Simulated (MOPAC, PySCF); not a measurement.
[Sc(NH2)2(Br)], neutral singlet in the gas phase. 

Z-matrix (Å, degrees):
```
Sc
N 1 1.9619
H 2 1.0293 1 126.71
H 2 1.0294 3 107.17 1 179.87
N 1 1.9622 2 115.83 3 -0.05
H 5 1.0294 1 126.68 2 0.08
H 5 1.0295 6 107.12 1 -179.84
Br 1 2.4974 2 121.95 3 179.89
```
Charge 0, multiplicity 1.

All levels are single points at this geometry (BP86-D3(BJ)/def2-SVP); Pople sets use spherical d functions. Orbital energies aren't observables, and empty levels follow the basis.

```tsv
level	HOMO (eV)	LUMO (eV)	gap (eV)	dipole (D)	vertical IE, Delta-SCF (eV)
B3LYP-D3(BJ)/def2-TZVP in PySCF	-7.15	-2.06	5.10	3.51	–
PBE-D3(BJ)/def2-TZVP in PySCF	-6.03	-2.59	3.44	3.52	–
TPSSh-D3(BJ)/def2-TZVP in PySCF	-6.61	-2.04	4.58	3.55	–
B3LYP/6-311+G** (LANL2DZ on Br, Sc) in PySCF	-7.33	-2.41	4.91	4.02	–
B3LYP/6-31G* (LANL2DZ on Sc) in PySCF	-7.05	-2.15	4.90	4.24	9.10
B3LYP/LANL2DZ in PySCF	-7.15	-2.24	4.91	4.59	–
BP86/6-31G* (LANL2DZ on Sc) in PySCF	-6.04	-2.67	3.37	4.27	–
PBE/6-31G* (LANL2DZ on Sc) in PySCF	-5.93	-2.64	3.29	4.25	–
SVWN5/6-31G* (LANL2DZ on Sc) in PySCF	-6.08	-2.82	3.26	4.29	–
HF/3-21G in PySCF	-10.39	0.93	11.32	4.57	–
HF/6-31G* (LANL2DZ on Sc) in PySCF	-10.68	0.82	11.51	4.16	–
HF/STO-3G in PySCF	-8.40	4.93	13.33	2.26	–
PM7 in MOPAC	-10.50	-0.64	9.86	3.56	–
```
